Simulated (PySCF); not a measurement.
Gas-phase reaction: 2 InH3 + 2 Cl → 2 InCl + 3 H2

Method: PySCF energies plus ideal-gas RRHO corrections (1 bar). † marks an energy on the PBE0/def2-TZVP geometry and frequencies. MP2 freezes the core. Open shells (unrestricted): Cl (multiplicity 2); the rest are closed-shell singlets. Spin-orbit splitting is ignored; it lowers the true energy and changes the entropy of Cl. B3LYP is the form with VWN-RPA correlation. In: scalar-relativistic def2 core potential, no spin-orbit coupling. InH3: computed as isolated molecules; such fragments, hydroxides, amides, oligomers or adducts are transient or little studied in the gas. MP2 isn't extrapolated to the basis-set limit.

```csv
level,"ΔH°(298 K), kJ"
B3LYP/def2-TZVP†,?
BLYP/def2-TZVP†,?
HF/def2-TZVP†,-624
MP2/def2-SVP†,-726
MP2/def2-TZVPP†,-829
PBE/def2-TZVP†,?
```

Task: Fill in the missing entries.

Result: 
- B3LYP/def2-TZVP†, ΔH°(298 K), kJ: -809
- BLYP/def2-TZVP†, ΔH°(298 K), kJ: -841
- PBE/def2-TZVP†, ΔH°(298 K), kJ: -821
